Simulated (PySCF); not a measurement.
germylsulfanylgermane (Ge₂H₆S), SMILES [GeH3][S][GeH3].

The structure is a stationary point at B3LYP-D3(BJ)/def2-SVP.

Two levels are set side by side: TDA-PBE/def2-SVPD (PySCF) and TDA-CAM-B3LYP/def2-SVPD (PySCF). Vertical, same geometry. The lowest singlet is HOMO→LUMO 98 % with PBE and HOMO→LUMO 90 % with the other functional; states are paired by order. Differences are taken from unrounded values.

```
quantity                               TDA-CAM-B3LYP  TDA-PBE  TDA-PBE minus TDA-CAM-B3LYP
-------------------------------------  -------------  -------  ---------------------------
lowest singlet excitation (eV)                  5.52     4.88                        -0.64
lowest triplet excitation (TDA) (eV)            4.97     4.44                        -0.53
first bright state (f over 0.05) (eV)           7.13     6.46                        -0.67
its oscillator strength                         0.12     0.06                        -0.06
```

Functionals without exact exchange tend to place singlet excitations lower, as here. Differences between two approximate levels are no errors against the true value.

Rough cost on one machine, each run with all the roots and properties that it gave: TDA-CAM-B3LYP against TDA-PBE about 4 times.
